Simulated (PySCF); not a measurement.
Molfile (atoms numbered from 1):
```
C9H14Ge
     RDKit          3D

 24 24  0  0  0  0  0  0  0  0999 V2000
   -2.1894    1.4880    0.4975 C   0  0  0  0  0  0  0  0  0  0  0  0
   -1.2779   -0.1593   -0.0277 Ge  0  0  0  0  0  4  0  0  0  0  0  0
   -1.7444   -1.6098    1.1992 C   0  0  0  0  0  0  0  0  0  0  0  0
   -1.7903   -0.6598   -1.8478 C   0  0  0  0  0  0  0  0  0  0  0  0
    0.6579    0.1188    0.0303 C   0  0  0  0  0  0  0  0  0  0  0  0
    1.2167    1.3442    0.4162 C   0  0  0  0  0  0  0  0  0  0  0  0
    2.5998    1.5254    0.4532 C   0  0  0  0  0  0  0  0  0  0  0  0
    3.4503    0.4786    0.1026 C   0  0  0  0  0  0  0  0  0  0  0  0
    2.9122   -0.7487   -0.2846 C   0  0  0  0  0  0  0  0  0  0  0  0
    1.5297   -0.9229   -0.3191 C   0  0  0  0  0  0  0  0  0  0  0  0
   -1.9162    1.7795    1.5227 H   0  0  0  0  0  0  0  0  0  0  0  0
   -1.9319    2.3147   -0.1813 H   0  0  0  0  0  0  0  0  0  0  0  0
   -3.2794    1.3425    0.4624 H   0  0  0  0  0  0  0  0  0  0  0  0
   -1.2099   -2.5320    0.9260 H   0  0  0  0  0  0  0  0  0  0  0  0
   -2.8250   -1.8154    1.1672 H   0  0  0  0  0  0  0  0  0  0  0  0
   -1.4676   -1.3457    2.2305 H   0  0  0  0  0  0  0  0  0  0  0  0
   -2.8746   -0.8362   -1.9117 H   0  0  0  0  0  0  0  0  0  0  0  0
   -1.2723   -1.5800   -2.1570 H   0  0  0  0  0  0  0  0  0  0  0  0
   -1.5233    0.1383   -2.5562 H   0  0  0  0  0  0  0  0  0  0  0  0
    0.5652    2.1776    0.6946 H   0  0  0  0  0  0  0  0  0  0  0  0
    3.0155    2.4895    0.7574 H   0  0  0  0  0  0  0  0  0  0  0  0
    4.5339    0.6183    0.1308 H   0  0  0  0  0  0  0  0  0  0  0  0
    3.5739   -1.5736   -0.5612 H   0  0  0  0  0  0  0  0  0  0  0  0
    1.1269   -1.8936   -0.6263 H   0  0  0  0  0  0  0  0  0  0  0  0
  1  2  1  0
  2  3  1  0
  2  4  1  0
  2  5  1  0
  5  6  2  0
  6  7  1  0
  7  8  2  0
  8  9  1  0
  9 10  2  0
 10  5  1  0
  1 11  1  0
  1 12  1  0
  1 13  1  0
  3 14  1  0
  3 15  1  0
  3 16  1  0
  4 17  1  0
  4 18  1  0
  4 19  1  0
  6 20  1  0
  7 21  1  0
  8 22  1  0
  9 23  1  0
 10 24  1  0
M  END
```

Geometry: PBE0-D3(BJ)/def2-SVP; GIAO absolute shieldings from PySCF 2.14.0 with density-fitted response routines, gas phase, non-relativistic, averaged over equivalent atoms.

At PBE0/pcSseg-1 (264 basis functions, 68 s wall time on 1 thread of an Arm Neoverse V2, shared host):
```csv
atoms,σ (ppm)
C5,37.3
C6/C10,45.5
C8,50.4
C7/C9,51.0
C1/C3/C4,186.3
Ge2,1348.9
H20/H24,23.72
H21/H23,23.84
H22,23.85
H11/H12/H13/H14/H15/H16/H17/H18/H19,30.96
```

Task: Estimate the result of repeating the calculation with KT3/pcSseg-1.

Result: 
```
                              atoms  σ at KT3/pcSseg-1  change
                                 C5               48.0   +10.7
                             C6/C10               55.7   +10.2
                                 C8               60.3    +9.9
                              C7/C9               60.8    +9.8
                           C1/C3/C4              183.3    -3.0
                                Ge2             1342.6    -6.3
                            H20/H24              24.08   +0.36
                            H21/H23              24.22   +0.38
                                H22              24.22   +0.37
H11/H12/H13/H14/H15/H16/H17/H18/H19              31.02   +0.06
```

The largest change is at C5 (substituted aromatic carbon). Cost: 264 basis functions, 78 s wall time on 1 thread of an Arm Neoverse V2, shared host. The order of the carbon signals is the same at both levels.

Relativistic effects, spin–orbit coupling among them, are left out; they matter for Ge and for the light atoms bonded to it.
